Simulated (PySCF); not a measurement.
**Simulated absorption spectrum**

SnH3(nBu), C4H12Sn.
Geometry (PBE0-D3(BJ)/def2-SVP, Å), atoms numbered from 1 in this order:
```
atom  x, y, z in Å
Sn1    1.399    1.910    1.611
H2     1.379    1.938    3.327
H3     3.030    1.899    1.071
H4     0.635    3.331    1.020
C5     0.372    0.163    0.863
C6     0.340    0.081   -0.660
C7    -0.310   -1.190   -1.206
C8    -1.791   -1.328   -0.888
H9     0.876   -0.719    1.293
H10   -0.645    0.182    1.288
H11   -0.194    0.959   -1.068
H12    1.368    0.147   -1.057
H13   -0.170   -1.213   -2.301
H14    0.236   -2.068   -0.816
H15   -2.218   -2.231   -1.350
H16   -1.975   -1.400    0.196
H17   -2.361   -0.462   -1.262
```

Method used: TDDFT wB97X-D/def2-SVPD, vertical, gas phase, core orbitals frozen in the response, def2 core potentials past Kr in PySCF 2.14.0, density-fitted response routines. Spin–orbit coupling is left out.

Each state is given a Gaussian of 0.4 eV full width at half maximum, with ε(max) = 2.175×10⁸ f / Δν̃ (Δν̃ the width in cm⁻¹). The width is an assumption, not a result. The curve ends short of the highest state used, and states not computed would add to its high-energy end.

(E (eV), ε (L mol⁻¹ cm⁻¹)): (6.72, 3), (6.77, 8), (6.81, 17), (6.86, 39), (6.91, 82), (6.96, 160), (7.00, 256), (7.05, 427), (7.10, 654), (7.15, 924), (7.19, 1154), (7.24, 1441), (7.29, 1739), (7.34, 2126), (7.38, 2621), (7.43, 3719), (7.48, 5702), (7.53, 8942), (7.57, 12588), (7.62, 18387), (7.67, 25079), (7.72, 31741), (7.77, 37245), (7.81, 40166), (7.86, 41584), (7.91, 40740), (7.96, 38453), (8.00, 36299), (8.05, 33920), (8.10, 32210)

Problem. Where are the band maxima, and which computed states make them?

Solution. 158 nm (7.86 eV), ε about 42000, made up of S2 (28%), S3 (50%) and S4 (13%) (ε in L mol⁻¹ cm⁻¹; maxima over ε = 5, shares over 10%). The states used: S1 7.32 eV (f 0.022); S2 7.79 eV (f 0.189); S3 7.85 eV (f 0.312); S4 7.86 eV (f 0.080); S5 8.14 eV (f 0.057); S6 8.14 eV (f 0.055); S7 8.24 eV (f 0.149); S8 8.25 eV (f 0.131); S9 8.40 eV (f 0.0045); S10 8.70 eV (f 0.051).

Problem. What would ε be at 7.86 eV, the highest of these maxima, with half the width (0.2 eV)?

Solution. About 71100 L mol⁻¹ cm⁻¹ against 41600, a factor of about 1.7; a lone state at its own centre would give exactly 2.

Problem. Coming from long wavelengths, where does ε first pass 100 L mol⁻¹ cm⁻¹?

Solution. At about 179 nm (6.92 eV), 0.39 eV below S1.

Problem. Does any computed singlet lie in the visible range?

Solution. No computed singlet lies in the visible range (380 to 750 nm); the lowest, at 169 nm, stands 4.06 eV above its violet end (3.26 eV).

One conformer stands for the species.
